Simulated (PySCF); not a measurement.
GeO, charge -1, doublet, geometry from GFN2-xTB (a state made from the parent by changing its charge; the spin is typed, not shown lowest), with bond 2-1 at 1.5 times its length; PySCF with HF/def2-SV(P).

PySCF was given this input:
```python
from pyscf import gto, scf

mol = gto.Mole()
mol.atom = '''
    Ge   -0.000000   -0.000000   -0.342039
    O     0.000000    0.000000    2.223251
'''
mol.basis = 'def2-sv(p)'
mol.charge = -1
mol.spin = 1
mol.verbose = 4
mol.build()

mf = scf.UHF(mol)
mf.kernel()
mo_i, mo_e, stable_i, stable_e = mf.stability(internal=True, external=True, return_status=True, nroots=6, tol=1e-6)
print('internally stable:', stable_i, ' externally stable:', stable_e)
if not stable_i:
    umf = mf.copy()
    umf.scf_summary = {}
    umf.kernel(umf.make_rdm1(mo_i, mf.mo_occ))
```

What the program printed (banner, timings and long lists left out):

```
PySCF version 2.14.0

[INPUT] verbose = 4
[INPUT] num. atoms = 2
[INPUT] num. electrons = 41
[INPUT] charge = -1
[INPUT] spin (= nelec alpha-beta = 2S) = 1
[INPUT] symmetry False subgroup None
[INPUT] Mole.unit = angstrom
[INPUT] Symbol           X                Y                Z      unit          X                Y                Z       unit  Magmom
[INPUT]  1 Ge     0.000000000000   0.000000000000  -0.342039000000 AA    0.000000000000   0.000000000000  -0.646360033920 Bohr   0.0
[INPUT]  2 O      0.000000000000   0.000000000000   2.223251000000 AA    0.000000000000   0.000000000000   4.201335496165 Bohr   0.0

nuclear repulsion = 52.8085970769465
number of shells = 18
number of NR pGTOs = 98
number of NR cGTOs = 46
basis = def2-sv(p)
ecp = {}

******** <class 'pyscf.scf.uhf.UHF'> ********
method = UHF
initial guess = minao
damping factor = 0
level_shift factor = 0
DIIS = <class 'pyscf.scf.diis.CDIIS'>
diis_start_cycle = 1
diis_space = 8
diis_damp = 0
SCF conv_tol = 1e-09
SCF conv_tol_grad = None
SCF max_cycles = 50
direct_scf = True
direct_scf_tol = 1e-13
number electrons alpha = 21  beta = 20
Set gradient conv threshold to 3.16228e-05
init E= -2148.4199426798

cycle= 1 E= -2149.22101177275  delta_E= -0.801  |g|= 0.815  |ddm|=    1
cycle= 2 E= -2143.38480498041  delta_E= 5.84  |g|=  2.1  |ddm|= 6.95
cycle= 3 E= -2149.49696501261  delta_E= -6.11  |g|= 0.434  |ddm|= 6.95
cycle= 4 E= -2149.65462075482  delta_E= -0.158  |g|= 0.144  |ddm|= 0.421
cycle= 5 E= -2149.67881132239  delta_E= -0.0242  |g|= 0.0439  |ddm|= 0.212
cycle= 6 E= -2149.6833846389  delta_E= -0.00457  |g|= 0.036  |ddm|= 0.0826
cycle= 7 E= -2149.68882595769  delta_E= -0.00544  |g|= 0.0336  |ddm|= 0.103
cycle= 8 E= -2149.69087021979  delta_E= -0.00204  |g|= 0.0346  |ddm|= 0.0386
cycle= 9 E= -2149.69015629923  delta_E= 0.000714  |g|= 0.0294  |ddm|= 0.0518
cycle= 10 E= -2149.69339402613  delta_E= -0.00324  |g|= 0.0168  |ddm|= 0.166
cycle= 11 E= -2149.69471533068  delta_E= -0.00132  |g|= 0.00903  |ddm|= 0.085
cycle= 12 E= -2149.69503248285  delta_E= -0.000317  |g|= 0.00562  |ddm|= 0.0306
cycle= 13 E= -2149.69515182692  delta_E= -0.000119  |g|= 0.00312  |ddm|= 0.0434
cycle= 14 E= -2149.69515358673  delta_E= -1.76e-06  |g|= 0.00302  |ddm|= 0.0233
cycle= 15 E= -2149.69516938697  delta_E= -1.58e-05  |g|= 0.00107  |ddm|= 0.00752
cycle= 16 E= -2149.69517165329  delta_E= -2.27e-06  |g|= 0.000224  |ddm|= 0.00334
cycle= 17 E= -2149.69517174559  delta_E= -9.23e-08  |g|= 5.75e-05  |ddm|= 0.00102
cycle= 18 E= -2149.69517175043  delta_E= -4.84e-09  |g|= 2.54e-05  |ddm|= 0.000187
cycle= 19 E= -2149.69517175232  delta_E= -1.89e-09  |g|= 9.86e-06  |ddm|= 0.000113
cycle= 20 E= -2149.69517175257  delta_E= -2.53e-10  |g|= 1.05e-05  |ddm|= 1.87e-05
Extra cycle  E= -2149.69517175313  delta_E= -5.61e-10  |g|= 1.38e-05  |ddm|= 2.88e-05
converged SCF energy = -2149.69517175313  <S^2> = 0.76264794  2S+1 = 2.0126082
uhf_internal: lowest eigs of H = [-2.78242614e-01 -1.68494525e-01 -1.18503114e-01 -2.04201305e-03
 -1.00884970e-08  2.82337877e-02]
<class 'pyscf.scf.uhf.UHF'> wavefunction has an internal instability
uhf_real2complex: lowest eigs of H = [-0.02127063 -0.01849165  0.00143615  0.00860762  0.01006487  0.04052542]
<class 'pyscf.scf.uhf.UHF'> wavefunction has an real -> complex instability
uhf_external: lowest eigs of H = [-1.40624381e-01 -8.52454677e-02 -6.05925646e-02 -2.37218427e-02
 -5.19785168e-03 -1.91842533e-06]
<class 'pyscf.scf.uhf.UHF'> wavefunction has an UHF/UKS -> GHF/GKS instability
internally stable: False  externally stable: False

******** <class 'pyscf.scf.uhf.UHF'> ********
method = UHF
initial guess = minao
damping factor = 0
level_shift factor = 0
DIIS = <class 'pyscf.scf.diis.CDIIS'>
diis_start_cycle = 1
diis_space = 8
diis_damp = 0
SCF conv_tol = 1e-09
SCF conv_tol_grad = None
SCF max_cycles = 50
direct_scf = True
direct_scf_tol = 1e-13
number electrons alpha = 21  beta = 20
Set gradient conv threshold to 3.16228e-05
init E= -2149.69156796021
cycle= 1 E= -2149.72629172257  delta_E= -0.0347  |g|= 0.0847  |ddm|= 0.278
cycle= 2 E= -2149.73143304006  delta_E= -0.00514  |g|= 0.045  |ddm|= 0.12
cycle= 3 E= -2149.73277281406  delta_E= -0.00134  |g|= 0.0152  |ddm|= 0.0447
cycle= 4 E= -2149.73338541414  delta_E= -0.000613  |g|= 0.00642  |ddm|= 0.0491
cycle= 5 E= -2149.73354215718  delta_E= -0.000157  |g|= 0.00488  |ddm|= 0.0245
cycle= 6 E= -2149.7336596783  delta_E= -0.000118  |g|= 0.00381  |ddm|= 0.0229
cycle= 7 E= -2149.73379424379  delta_E= -0.000135  |g|= 0.00291  |ddm|= 0.028
cycle= 8 E= -2149.73399946071  delta_E= -0.000205  |g|= 0.00369  |ddm|= 0.0498
cycle= 9 E= -2149.73403115931  delta_E= -3.17e-05  |g|= 0.00374  |ddm|= 0.00759
cycle= 10 E= -2149.73341018321  delta_E= 0.000621  |g|= 0.00997  |ddm|= 0.121
cycle= 11 E= -2149.73412939249  delta_E= -0.000719  |g|= 0.00629  |ddm|= 0.144
cycle= 12 E= -2149.73497805708  delta_E= -0.000849  |g|= 0.0154  |ddm|= 0.119
cycle= 13 E= -2149.73438815115  delta_E= 0.00059  |g|= 0.00989  |ddm|= 0.0697
cycle= 14 E= -2149.73435051956  delta_E= 3.76e-05  |g|= 0.00941  |ddm|= 0.00613
cycle= 15 E= -2149.7343685436  delta_E= -1.8e-05  |g|= 0.00956  |ddm|= 0.00287
cycle= 16 E= -2149.73429947134  delta_E= 6.91e-05  |g|= 0.00874  |ddm|= 0.0117
cycle= 17 E= -2149.73422193249  delta_E= 7.75e-05  |g|= 0.00809  |ddm|= 0.0141
cycle= 18 E= -2149.73438104577  delta_E= -0.000159  |g|= 0.00977  |ddm|= 0.0278
cycle= 19 E= -2149.73377920192  delta_E= 0.000602  |g|= 0.00732  |ddm|= 0.128
cycle= 20 E= -2149.73515264069  delta_E= -0.00137  |g|= 0.0183  |ddm|= 0.215
cycle= 21 E= -2149.73451499254  delta_E= 0.000638  |g|= 0.0117  |ddm|= 0.0677
cycle= 22 E= -2149.73423126524  delta_E= 0.000284  |g|= 0.00845  |ddm|= 0.0461
cycle= 23 E= -2149.73431689859  delta_E= -8.56e-05  |g|= 0.00938  |ddm|= 0.0155
cycle= 24 E= -2149.73424461572  delta_E= 7.23e-05  |g|= 0.00837  |ddm|= 0.0133
cycle= 25 E= -2149.73431373631  delta_E= -6.91e-05  |g|= 0.00913  |ddm|= 0.0125
cycle= 26 E= -2149.73429610783  delta_E= 1.76e-05  |g|= 0.00893  |ddm|= 0.0031
cycle= 27 E= -2149.7343317504  delta_E= -3.56e-05  |g|= 0.00934  |ddm|= 0.00622
cycle= 28 E= -2149.73360347964  delta_E= 0.000728  |g|= 0.0087  |ddm|= 0.155
cycle= 29 E= -2149.73444480604  delta_E= -0.000841  |g|= 0.0105  |ddm|= 0.172
cycle= 30 E= -2149.73443096831  delta_E= 1.38e-05  |g|= 0.0104  |ddm|= 0.0021
cycle= 31 E= -2149.73440207601  delta_E= 2.89e-05  |g|= 0.01  |ddm|= 0.00474
cycle= 32 E= -2149.73426284433  delta_E= 0.000139  |g|= 0.00859  |ddm|= 0.0235
cycle= 33 E= -2149.73444089086  delta_E= -0.000178  |g|= 0.011  |ddm|= 0.0303
cycle= 34 E= -2149.73452315044  delta_E= -8.23e-05  |g|= 0.0115  |ddm|= 0.0118
cycle= 35 E= -2149.73445694982  delta_E= 6.62e-05  |g|= 0.0107  |ddm|= 0.00946
cycle= 36 E= -2149.73436680064  delta_E= 9.01e-05  |g|= 0.00964  |ddm|= 0.014
cycle= 37 E= -2149.73378474081  delta_E= 0.000582  |g|= 0.00738  |ddm|= 0.125
cycle= 38 E= -2149.73415438033  delta_E= -0.00037  |g|= 0.00762  |ddm|= 0.0857
cycle= 39 E= -2149.73416085874  delta_E= -6.48e-06  |g|= 0.00773  |ddm|= 0.00145
cycle= 40 E= -2149.7341676172  delta_E= -6.76e-06  |g|= 0.00771  |ddm|= 0.00131
cycle= 41 E= -2149.73415877933  delta_E= 8.84e-06  |g|= 0.00751  |ddm|= 0.00391
cycle= 42 E= -2149.73411864877  delta_E= 4.01e-05  |g|= 0.00742  |ddm|= 0.00958
cycle= 43 E= -2149.73423519185  delta_E= -0.000117  |g|= 0.00824  |ddm|= 0.0251
cycle= 44 E= -2149.73410621346  delta_E= 0.000129  |g|= 0.00725  |ddm|= 0.027
cycle= 45 E= -2149.7341318829  delta_E= -2.57e-05  |g|= 0.00714  |ddm|= 0.00941
cycle= 46 E= -2149.7335281735  delta_E= 0.000604  |g|= 0.0102  |ddm|= 0.128
cycle= 47 E= -2149.73418647704  delta_E= -0.000658  |g|= 0.00769  |ddm|= 0.138
cycle= 48 E= -2149.73400290172  delta_E= 0.000184  |g|= 0.00615  |ddm|= 0.0427
cycle= 49 E= -2149.73407718751  delta_E= -7.43e-05  |g|= 0.00678  |ddm|= 0.02
cycle= 50 E= -2149.73379613905  delta_E= 0.000281  |g|= 0.00667  |ddm|= 0.0677
SCF not converged.
SCF energy = -2149.73379613905 after 50 cycles  <S^2> = 1.6165233  2S+1 = 2.7324153
```

Convergence was not reached.
